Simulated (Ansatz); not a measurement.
Cost and result up the ladder for Hg₆Se₆ (12 atoms). Charge 0, multiplicity 1. Geometry: PBE-D4/def2-SVP.

```xyz
12

Se   -1.559    2.893   -0.409
Hg    0.796    2.318    0.423
Hg   -2.016    0.221    1.440
Se   -0.257    0.886    3.180
Se    3.074    1.145    0.452
Hg    1.097   -0.953    2.018
Hg   -1.097    0.953   -2.018
Se   -3.074   -1.146   -0.452
Se    0.257   -0.886   -3.180
Hg    2.016   -0.221   -1.440
Hg   -0.796   -2.318   -0.423
Se    1.559   -2.893    0.409
```

Ansatz on 2 threads of AMD EPYC 7R13 on a shared host and a share (18 GiB) of an NVIDIA H100 80GB HBM3. Times are rough, and most runs start from the orbitals of an earlier one. PBE0-D4/def2-TZVP serves as the yardstick here, not as an exact answer. Differences are given only for rows in sets of like size (and for xTB, whose basis is part of the method), since another set adds its own error. Binding counts from free atoms at the same level (Se triplet, Hg singlet; other spins of the atoms weren't run), without zero-point energy or a counterpoise term.

In the def2 sets Hg takes a core potential; there is no spin–orbit coupling. Correlated methods freeze 54 core orbitals; core or outer-core shells of Se, Hg are correlated, in sets that lack core-valence functions. Single mean-field runs in def2-TZVP are fitted with def2-universal-jkfit.

Correlated methods converge slowly with the basis.

```csv
level,functions,binding energy per atom (eV),difference from PBE0-D4/def2-TZVP (eV)
RPA@PBE/def2-TZVP,546,1.17,-0.33
HF/def2-TZVP,546,0.53,-0.97
PBE0-D4/def2-TZVP (with forces),546,1.50,0.00
MP2/def2-TZVP,546,1.44,-0.06
PBE0-D4/def2-SVP,384,1.39,–
revPBE-D4/def2-TZVP,546,1.40,-0.09
PBE-D4/def2-SVP,384,1.46,–
PBE-D4/def2-TZVP,546,1.54,0.05
B2PLYP/def2-TZVP,546,1.28,-0.22
r2SCAN-D4/def2-TZVP (with forces),546,1.52,0.03
```

Question: Estimate how long each takes.

Answer: revPBE-D4/def2-TZVP 3.1 s; HF/def2-TZVP 3.2 s; PBE-D4/def2-TZVP 3.3 s; PBE-D4/def2-SVP 3.5 s; r2SCAN-D4/def2-TZVP (with forces) 6 s; B2PLYP/def2-TZVP 6 s; PBE0-D4/def2-SVP 6.5 s; PBE0-D4/def2-TZVP (with forces) 6.5 s; RPA@PBE/def2-TZVP 9 s; MP2/def2-TZVP 10 s. On shared hardware such times vary by a factor of up to 3.
